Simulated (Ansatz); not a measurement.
Relaxation of C₃H₉BFN (15 atoms, charge 0, multiplicity 1), to a largest force component of 0.02 eV/Å in at most 40 steps.

Computed with Ansatz 0.2.0, RKS BHLYP-D4/STO-3G.

```xyz
15
Properties=species:S:1:pos:R:3
C -0.544 0.929 1.474
C 0.405 -0.075 0.981
B 0.114 -0.497 -0.553
N -0.151 -1.927 -0.874
C 0.379 0.532 -1.743
F -0.567 1.562 -1.664
H -0.393 1.184 2.543
H -1.595 0.622 1.331
H -0.461 1.941 0.944
H 1.442 0.330 1.097
H 0.315 -0.971 1.650
H -1.089 -2.147 -0.340
H 0.474 -2.525 -0.492
H 1.367 0.988 -1.627
H 0.283 0.003 -2.697
```

Problem. Where does it end, and by what steps?

Solution. The forces met the threshold. The force dipped under the threshold on the way, but the program's further checks kept it going. Limits of this set-up: minimal basis. After 28 steps the energy has fallen by 2.470 eV; H12 moved furthest, 1.64 Å.

| step | energy less start (eV) | largest force component (eV/Å) | accepted |
| --- | --- | --- | --- |
| 0 | 0.0000 | 7.027 | yes |
| 1 | -0.6539 | 1.997 | yes |
| 2 | -0.7828 | 0.485 | yes |
| 3 | -0.8155 | 0.260 | yes |
| 4 | -0.8966 | 0.971 | yes |
| 5 | -1.0272 | 2.139 | yes |
| 6 | -1.2572 | 2.200 | yes |
| 7 | -1.5508 | 2.587 | yes |
| 8 | -1.8677 | 2.211 | yes |
| 9 | -2.1110 | 2.654 | yes |
| 10 | -2.3298 | 0.713 | yes |
| 11 | -2.1459 | 2.159 | no |
| 12 | -2.4164 | 0.506 | yes |
| 13 | -2.4371 | 0.338 | yes |
| 14 | -2.4485 | 0.197 | yes |
| 15 | -2.4568 | 0.079 | yes |
| 16 | -2.4606 | 0.068 | yes |
| 17 | -2.4638 | 0.121 | yes |
| 18 | -2.4655 | 0.111 | yes |
| 19 | -2.4666 | 0.158 | yes |
| 20 | -2.4678 | 0.120 | yes |
| 21 | -2.4687 | 0.054 | yes |
| 22 | -2.4693 | 0.039 | yes |
| 23 | -2.4695 | 0.122 | yes |
| 24 | -2.4699 | 0.036 | yes |
| 25 | -2.4701 | 0.010 | yes |
| 26 | -2.4702 | 0.038 | yes |
| 27 | -2.4703 | 0.023 | yes |
| 28 | -2.4704 | 0.006 | yes |

```xyz
15
Properties=species:S:1:pos:R:3
C -0.617 1.014 1.468
C 0.422 -0.066 1.077
B 0.211 -0.554 -0.413
N 0.033 -1.889 -0.708
C 0.205 0.500 -1.623
F 0.220 1.844 -1.206
H -0.408 1.424 2.458
H -1.628 0.600 1.480
H -0.585 1.823 0.735
H 1.419 0.379 1.166
H 0.380 -0.894 1.789
H -0.112 -2.258 -1.657
H 0.033 -2.631 0.004
H 1.084 0.320 -2.273
H -0.678 0.337 -2.270
```

Whether the end is a true minimum wasn't checked by a vibrational analysis.

The run took 83 s on 1 thread of Arm Neoverse V1, on a shared host, peak memory 0.14 GiB.
